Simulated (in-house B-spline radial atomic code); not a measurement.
Configurations of neutral calcium, with energies counted from [Ar] 4s2. Method: non-relativistic PW91, spin-polarised, spherical fractional occupations, point nucleus. Calculated with a B-spline radial code for spherical atoms. Shells without spins written out take the highest spin.

Occupations are held fixed; configurations that lie above the ionisation limit could autoionise.

```csv
configuration,E - E(ref) (eV),highest orbital,its <r> (bohr)
[Ar] 3d1 4s1,1.6919,3d up,3.246
[Ar] 4s1 5d1,5.0227,5d up,18.79
"[Ar] 4s(0 up, 1 down) 4f(0 up, 1 down)",5.1094,4f down,16.29
[Ne] 3s2 3p5 4s2 5d1,33.287,5d up,16.94
[He] 2s2 2p5 3s2 3p6 4s2 4d1,355.08,4d up,8.225
"[He] 2s2 2p(3 up, 2 down) 3s2 3p6 4s2 4d(0 up, 1 down)",355.09,4d down,8.277
```

Question: Order these further configurations by energy, lowest first.
A. [Ne] 3s1 3p6 4s2 5s1
B. [Ne] 3s(1 up, 0 down) 3p6 4s2 4f(0 up, 1 down)
C. [He] 2s2 2p5 3s2 3p6 4s2 4f1
D. [He] 2s2 2p5 3s2 3p6 3d1 4s2
E. [Ne] 3s(0 up, 1 down) 3p6 4s2 5d(0 up, 1 down)

Answer: A (50.939 eV), E (52.28 eV), B (52.457 eV), D (346.81 eV), C (356.01 eV).

Question: How far above the reference does [Ar] 4s1 5s1 lie?

Answer: 3.7624 eV; its least bound orbital is 5s up with <r> = 9.565 bohr.

Question: How far above the reference does [He] 2s2 2p5 3s2 3p6 4s2 5s1 lie?

Answer: 354.46 eV; its least bound orbital is 5s up with <r> = 8.809 bohr.
